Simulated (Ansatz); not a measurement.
```yaml
crystal:
  periodic: [false, false, false]
  atoms:
    - {symbol: F, position_ang: [-1.259327, -2.290919, 1.649256]}
    - {symbol: C, position_ang: [-0.553733, -1.490956, 0.845405]}
    - {symbol: C, position_ang: [0.460436, -2.035283, 0.081562]}
    - {symbol: C, position_ang: [1.189541, -1.196264, -0.746247]}
    - {symbol: C, position_ang: [0.904500, 0.158606, -0.804710]}
    - {symbol: C, position_ang: [-0.119582, 0.674889, -0.024329]}
    - {symbol: C, position_ang: [-0.468482, 2.132547, -0.118911]}
    - {symbol: F, position_ang: [-0.989422, 2.598241, 1.021962]}
    - {symbol: F, position_ang: [-1.376486, 2.356400, -1.082079]}
    - {symbol: F, position_ang: [0.599124, 2.884226, -0.408837]}
    - {symbol: C, position_ang: [-0.862573, -0.146697, 0.810345]}
    - {symbol: H, position_ang: [0.667416, -3.096168, 0.145227]}
    - {symbol: H, position_ang: [1.990634, -1.604759, -1.350190]}
    - {symbol: H, position_ang: [1.478630, 0.813334, -1.447095]}
    - {symbol: H, position_ang: [-1.660677, 0.242814, 1.428630]}
basis:
  gaussian: {orbitals: def2-TZVPD, nuclear_model: gaussian}
total_charge: 3
magnetization: {spin_polarized: true, initial_magnetization: 1}
hamiltonian: {xc: {name: PBE0}, pseudopotentials: {relativity: none}}
output: {forces: true}
```

```sh
$ ansatz run in.yaml --threads 2 --pin off --events-out ev --progress --plain --max-ram 22528MiB --backend cuda --devices 0, --max-vram 18GiB
```

Shortened log:

```
Functional definition: PBE0
  name "PBE0"
  cite "Adamo & Barone, J. Chem. Phys. 110, 6158 (1999) doi:10.1063/1.478522"
  cite "Perdew, Burke & Ernzerhof, Phys. Rev. Lett. 77, 3865 (1996) doi:10.1103/PhysRevLett.77.3865"
  parent pbe
  parameter a = 0.25
  parameter kappa = 0.804
  parameter beta = 0.06672455060314922
  exchange = (1 - a)*pbe_x(kappa = kappa, mu = beta*pi^2/3) + a*exact_x
  correlation = pbe_c(beta = beta)
2210 factors; their error is unknown
mean field evaluation 1: about -18115.8685 eV, gradient 7.1e1 eV
mean field evaluation 2: about -17919.3502 eV, gradient 2.0e2 eV
mean field evaluation 4: about -18132.1887 eV, gradient 7.2e0 eV
mean field evaluation 8: about -18132.5548 eV, gradient 1.4e0 eV
mean field evaluation 16: about -18132.5927 eV, gradient 1.9e-1 eV
mean field evaluation 32: about -18132.5875 eV, gradient 9.8e-3 eV
mean field evaluation 64: about -18132.5875 eV, gradient 2.4e-5 eV
mean field -18132.58751197 eV, -666.3603003555 hartree, gradient 3.1e-6 eV, S^2 1.086263; 9 other end points of the search recorded, 0 dependent functions left out
the calculation of the forces begins
reference -18132.58755314 eV, -666.3603018686 hartree; 40, 39 occupied and 415, 416 virtual orbitals, 2210 factors
Total energy: -18132.58755314 eV, -666.3603018686 hartree
Atom 0 at    -1.259327    -2.290919     1.649256 Å, force     2.307790     2.528208    -2.629877 eV/Å
Atom 1 at    -0.553733    -1.490956     0.845405 Å, force    -4.148482    -3.510695     4.467287 eV/Å
Atom 2 at     0.460436    -2.035283     0.081562 Å, force     1.692550    -2.234885    -0.979418 eV/Å
Atom 3 at     1.189541    -1.196264    -0.746247 Å, force     1.378516    -1.379897    -0.816775 eV/Å
Atom 4 at     0.904500     0.158606    -0.804710 Å, force     1.157924     0.926308    -1.179482 eV/Å
Atom 5 at    -0.119582     0.674889    -0.024329 Å, force    -1.414930     1.445654     0.437282 eV/Å
Atom 6 at    -0.468482     2.132547    -0.118911 Å, force    -0.130138     4.036253    -0.127011 eV/Å
Atom 7 at    -0.989422     2.598241     1.021962 Å, force     0.235825    -0.797926    -0.599564 eV/Å
Atom 8 at    -1.376486     2.356400    -1.082079 Å, force     0.330461    -0.977665     0.487535 eV/Å
Atom 9 at     0.599124     2.884226    -0.408837 Å, force    -0.445822    -1.282001     0.371269 eV/Å
Atom 10 at    -0.862573    -0.146697     0.810345 Å, force    -1.330449     1.615068     0.924992 eV/Å
Atom 11 at     0.667416    -3.096168     0.145227 Å, force     0.165611    -0.654949     0.000418 eV/Å
Atom 12 at     1.990634    -1.604759    -1.350190 Å, force     0.362227    -0.227383    -0.282407 eV/Å
Atom 13 at     1.478630     0.813334    -1.447095 Å, force     0.315376     0.321251    -0.430739 eV/Å
Atom 14 at    -1.660677     0.242814     1.428630 Å, force    -0.476459     0.192661     0.356489 eV/Å
Dipole moment:     1.005784    -2.443755    -0.294338 e Å
```

In this input the charge is far from anything that the molecule holds. The run converged. The result belongs to that input, not to the molecule as meant.
